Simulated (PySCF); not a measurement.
## Ca (calcium, neutral) across methods

[Ar] 4s1 4p1, high-spin 3P determinant (an excited configuration). Calculation: PySCF 2.14, in dyall-av2z; no relativity, point nucleus.

```csv
method,E (hartree),mean ε 3p β (eV),mean ε 4s α (eV),mean ε 4p α (eV),Σ⟨r²⟩ (bohr²),⟨S²⟩
UHF,-676.71560,-37.342,-7.122,-4.280,64.14,2.000
B97-3,-677.419,-31.576,-5.289,-2.759,62.14,2.000
r2SCAN,-677.460,-29.875,-4.738,-2.329,61.83,2.000
PBE,-677.278,-29.054,-4.645,-2.274,61.73,2.000
LDA,-675.666,-29.101,-4.779,-2.235,61.94,2.000
wB97X,-677.496,-34.086,-7.059,-4.308,62.10,2.000
PBE0,-677.325,-31.398,-5.353,-2.836,61.73,2.000
TPSS,-677.518,-29.338,-4.585,-2.269,61.53,2.000
```

Question: Estimate the same row for r2SCANh.

Answer: E (hartree) = -677.461; mean ε 3p β (eV) = -30.694; mean ε 4s α (eV) = -5.010; mean ε 4p α (eV) = -2.530; Σ⟨r²⟩ (bohr²) = 61.84; ⟨S²⟩ = 2.000.
